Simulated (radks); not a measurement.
Results of a calculation; reference values are marked as such.
Valence configurations of Au III (all share [Xe]). Code: a radial shooting solver on a logarithmic mesh with Libxc functionals. Model: scalar-relativistic Kohn-Sham, r2SCAN, spin-polarised, spherical densities, finite nucleus; open shells are filled with parallel spins first (spin-orbit coupling, left out, can overturn this in heavy ions); meta-GGA in the generalised Kohn-Sham scheme; Fermi nuclear charge, rms radius 5.4371 fm. Energies are relative to 4f14 5d9; eigenvalues in eV for spin up.

valence           E (eV)  moment (Bohr magnetons)    e(4f)    e(5d)    e(6p)    e(6s)
4f14 5d9           0.000                        1  -103.77  -27.941        -        -
4f13 5d10         81.143                        1  -116.29  -29.101        -        -
4f14 5d7 6s2      10.930                        3  -112.18  -34.484        -  -26.229
4f14 5d8 6p1      13.487                        3  -109.54  -32.727  -16.711        -
4f13 5d9 6s1      87.293                        3  -120.60  -32.662        -  -25.314
4f12 5d10 6s1     179.57                        3  -133.64  -33.959        -  -25.434
4f13 5d9 6p1      96.588                        3  -122.29  -34.092  -16.818        -
4f13.5 5d9.5      39.431                        1  -109.99  -28.525        -        -
4f12 5d9 6s2      189.46                        3  -138.30  -37.396        -  -26.559
4f14 5d8.5 6p0.5   6.633                        2  -106.67  -30.361  -15.456        -

NIST lists [Xe] 4f14 5d9 as the ground configuration; this level of theory agrees among the configurations tried. The energies are those of spherical high-spin densities, not of single terms.
